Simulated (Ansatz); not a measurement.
```yaml
crystal:
  periodic: [false, false, false]
  atoms:
    - {symbol: C, position_ang: [-4.048554, -1.306507, 0.414397]}
    - {symbol: C, position_ang: [-2.878964, -0.332638, 0.567258]}
    - {symbol: C, position_ang: [-2.052961, -0.181775, -0.714308]}
    - {symbol: C, position_ang: [-0.906839, 0.826047, -0.641853]}
    - {symbol: N, position_ang: [0.131990, 0.455761, 0.333378]}
    - {symbol: C, position_ang: [0.210476, 0.814531, 1.667483]}
    - {symbol: C, position_ang: [1.419096, 0.355069, 2.136512]}
    - {symbol: N, position_ang: [2.048993, -0.275865, 1.074574]}
    - {symbol: C, position_ang: [3.400955, -0.831271, 1.049347]}
    - {symbol: C, position_ang: [1.252287, -0.201045, -0.004976]}
    - {symbol: H, position_ang: [-4.748148, -0.974683, -0.380593]}
    - {symbol: H, position_ang: [-4.628997, -1.399251, 1.353938]}
    - {symbol: H, position_ang: [-3.693558, -2.321138, 0.138322]}
    - {symbol: H, position_ang: [-3.260775, 0.667404, 0.874493]}
    - {symbol: H, position_ang: [-2.222374, -0.675977, 1.397552]}
    - {symbol: H, position_ang: [-1.646558, -1.169142, -1.026188]}
    - {symbol: H, position_ang: [-2.711874, 0.145085, -1.547645]}
    - {symbol: H, position_ang: [-0.378541, 0.914500, -1.611400]}
    - {symbol: H, position_ang: [-1.268063, 1.833007, -0.352755]}
    - {symbol: H, position_ang: [-0.581779, 1.380350, 2.165121]}
    - {symbol: H, position_ang: [1.883231, 0.434975, 3.123549]}
    - {symbol: H, position_ang: [3.380555, -1.918486, 1.260962]}
    - {symbol: H, position_ang: [4.011783, -0.319572, 1.814462]}
    - {symbol: H, position_ang: [3.818016, -0.635038, 0.041999]}
    - {symbol: H, position_ang: [1.494674, -0.527497, -1.028282]}
    - {symbol: F, position_ang: [1.308471, 0.215096, -2.801667]}
    - {symbol: B, position_ang: [2.416599, 1.080562, -2.446532]}
    - {symbol: F, position_ang: [2.909635, 1.725819, -3.554785]}
    - {symbol: F, position_ang: [1.936023, 1.982798, -1.463461]}
    - {symbol: F, position_ang: [3.405212, 0.238903, -1.838922]}
basis:
  gaussian: {orbitals: def2-TZVP}
magnetization: {spin_polarized: true, initial_magnetization: 2}
hamiltonian: {xc: pbe0, dispersion: d4}
scf: {omitted_lower_state_checks: [starts]}
output: {orbitals: {seedname: orbitals}}
```

```sh
$ ansatz run in.yaml --threads 4 --pin off --events-out ev --progress --plain --max-ram 6963MiB
```

Task: Does this run fit into the memory that it is given?

Result: No. It has 555 basis functions, and Ansatz plans for 10 GiB where 7 GiB are given.
